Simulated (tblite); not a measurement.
Species: C4H13FOSi2.
Atom-mapped SMILES: `[CH3:1][O:2][C:3]([SiH3:4])([SiH3:5])[CH2:6][CH2:7][F:8]` (hydrogens: H9, H10, H11 on C1; H12, H13, H14 on Si4; H15, H16, H17 on Si5; H18, H19 on C6; H20, H21 on C7)

Computed with GFN2-xTB (tblite), gas phase: L-BFGS steps from a force-field or distance-geometry start until the largest atomic force falls under 0.01 eV/Å.

Geometry at step 9:
```
atom  x, y, z in Å
C1     -0.8975    2.0298   -0.4886
O2     -0.4321    0.8230   -1.0391
C3     -0.2426   -0.2774   -0.1392
Si4     0.2157   -1.7905   -1.2392
Si5    -1.8847   -0.8096    0.7474
C6      0.8551    0.0272    0.8945
C7      2.1440    0.5702    0.2843
F8      3.0662    0.7790    1.2880
H9     -0.8339    2.7405   -1.3098
H10    -1.9331    1.9532   -0.1406
H11    -0.2768    2.3903    0.3405
H12     1.4386   -1.6484   -2.0297
H13     0.3640   -2.9142   -0.2985
H14    -0.9161   -2.1310   -2.1062
H15    -2.8640   -1.1701   -0.2832
H16    -2.4332    0.1995    1.6578
H17    -1.5485   -2.0214    1.5073
H18     0.4948    0.7632    1.6208
H19     1.0847   -0.8957    1.4339
H20     2.5951   -0.1387   -0.4188
H21     1.9954    1.5382   -0.2093
```

**Question.** Give the atomic forces at this geometry.

**Answer.** 
| atom | Fx (eV/Å) | Fy (eV/Å) | Fz (eV/Å) |
| --- | --- | --- | --- |
| C1 | 0.091 | -0.031 | -0.067 |
| O2 | 0.071 | -0.096 | -0.043 |
| C3 | -0.066 | -0.099 | 0.172 |
| Si4 | -0.047 | -0.196 | -0.059 |
| Si5 | 0.051 | -0.162 | -0.022 |
| C6 | -0.080 | -0.016 | -0.020 |
| C7 | -0.050 | -0.035 | 0.020 |
| F8 | -0.008 | 0.006 | -0.076 |
| H9 | -0.098 | 0.134 | 0.009 |
| H10 | -0.017 | -0.032 | -0.036 |
| H11 | -0.024 | -0.051 | -0.071 |
| H12 | -0.059 | 0.096 | 0.018 |
| H13 | 0.121 | 0.062 | -0.062 |
| H14 | 0.099 | 0.138 | -0.035 |
| H15 | 0.019 | 0.158 | 0.077 |
| H16 | 0.059 | 0.002 | -0.016 |
| H17 | -0.043 | 0.153 | 0.039 |
| H18 | 0.048 | -0.060 | 0.065 |
| H19 | -0.016 | 0.085 | 0.020 |
| H20 | -0.039 | 0.036 | 0.057 |
| H21 | -0.011 | -0.094 | 0.029 |

The largest, 0.21 eV/Å, acts on Si4 (C3 within 3 % of it); the rms over all components is 0.076 eV/Å. The forces sum to zero within rounding, as they must for an isolated molecule in no field.

**Question.** Give the force on Si4 in Eh/bohr and in nN.

**Answer.** 0.210 eV/Å ÷ 51.422 = 0.00408 Eh/bohr, and 0.210 eV/Å × 1.602 = 0.34 nN.

**Question.** How far is this geometry from the end of the optimisation?

**Answer.** 0.118 eV above it, and 0.254 Å rms away after alignment. The bonds farthest from their final lengths, with half the difference of the two atoms' forces along the bond (positive lengthens):

```
   bond  now (Å)  final (Å)  force along bond (eV/Å)
 C3–Si5    1.941      1.925                    -0.09
Si5–H17    1.469      1.461                    -0.12
Si4–H13    1.473      1.466                    -0.09
  O2–C3    1.434      1.440                    +0.06
Si5–H15    1.467      1.461                    -0.06
Si4–H14    1.466      1.461                    -0.10
```

The angle farthest from its final value is O2–C3–Si4, 106.0° against 98.1°.

What follows is the cost of the whole relaxation. On Arm Neoverse N1, one thread, on a shared host, this took 1.2 s of wall time.
